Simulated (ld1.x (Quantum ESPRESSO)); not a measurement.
**boron: one change to a TM potential, before and after**

```
Element                 : boron
Generator               : ld1.x (Quantum ESPRESSO) 7.5
Type                    : norm-conserving Troullier–Martins (Kleinman–Bylander form)
Functional              : PBE
Relativity              : scalar-relativistic
Frozen core             : [He]
Valence charge          : 3
Reference configuration : 2s2 2p1
Partial waves           : 2s (bound): rc 1.30 bohr; 2p (bound): rc 3.80 bohr
Local potential         : all-electron potential smoothed inside 1.05 bohr (lloc = -1)
Core correction         : Bessel-smoothed model core inside 0.95 bohr
```

Change: local potential all-electron potential smoothed inside 2.76 bohr (lloc = -1).

Cutoffs: the cutoffs (Ry, on a coarse ladder) from which the occupation-weighted sum of valence levels, in a spherical-Bessel basis at the reference potential, stays within 10 and 1 mRy of its value at 400 Ry; they do not see the model core or the augmentation charge, which bear on the density cutoff. Errors are all-electron minus pseudo energies relative to the spin-unpolarised reference configuration.

**Question.** What does the change do?

**Answer.** The potential gets neither clearly harder nor softer (21 Ry and 55 Ry → 21 Ry and 55 Ry); a bound ghost appears in s, which as a rule spoils a file; of the 7 tests that both files solve, the error grows in 1 and shrinks in 4 by more than 15 % and 0.3 meV (median size 92.8 → 123.1 meV); the range in which the s phases agree narrows (upper end 2.7 → 0.2). In the separable form a ghost depends on how the local part lies against the semilocal potential of the channel, so the choice of the local part can create or remove one.

```csv
quantity,base,changed
"cutoff, loose",21 Ry,21 Ry
"cutoff, tight",55 Ry,55 Ry
bound ghosts,none,s
"error for 2s2 2p0, meV [ΔE 8.22 eV]",+199,+167
"error for 2s1 2p0, meV [ΔE 33.64 eV]",+589,+446
"error for 2s2 2p0.5, meV [ΔE 2.89 eV]",+30,+25
"error for 2s1 2p1, meV [ΔE 14.36 eV]",-93,-123
"error for 2s0 2p3, meV [ΔE 11.72 eV]",-160,-161
"error for 2s1 2p2, meV [ΔE 5.85 eV]",-40,-42
"error for 2s2 2p1.3, meV [ΔE -0.74 eV]",+3.1,+2.3
s: phases at 4.09 bohr within 0.05 rad from the reference energy up to (Ry; the scan ends near 5),2.7,0.2
p: phases at 4.09 bohr within 0.05 rad from the reference energy up to (Ry; the scan ends near 5),0.3,0.3
```

 A true bound ghost makes a file unfit for plane-wave use even where its test errors are small: the radial tests pick states by their node count and pass the ghost by.
